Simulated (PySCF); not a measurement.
## BP86 on Pt⁺ (platinum, charge +1)

Configuration: [Xe] 4f14 5d8 6s1, high-spin 4F determinant (an excited configuration). Computed with PySCF 2.14 in def2-TZVPPD with the def2 core potential (60 electrons), with scalar relativity through the core potential.

| Quantity | Value |
| --- | --- |
| Total energy | -119.0259 hartree |
| One-electron energy | -201.3655 hartree |
| Hartree (Coulomb) energy | 93.7782 hartree |
| Exchange-correlation energy | -11.4386 hartree |
| ⟨S²⟩ | 3.7506 |
| ⟨L²⟩ | 12.011 |
| Sum of ⟨r⟩ | 24.29 bohr |
| Sum of ⟨r²⟩ | 42.57 bohr² |

| shell | electrons | mean orbital energy (hartree) | spread (hartree) | rms radius, mean of both spins (bohr) |
| --- | --- | --- | --- | --- |
| 5s α | 1 | -4.21119 | 0 | 1.02 |
| 5s β | 1 | -4.16429 | 0 | 1.02 |
| 5p α | 3 | -2.48859 | 0 | 1.19 |
| 5p β | 3 | -2.43436 | 0 | 1.19 |
| 5d α | 5 | -0.63936 | 0.03256 | 1.74 |
| 5d β | 3 | -0.58822 | 0 | 1.74 |
| 6s α | 1 | -0.53962 | 0 | 2.77 |

Energies and moments cover only the electrons outside the core potential. Spin-orbit coupling, absent here, splits the open shell strongly.
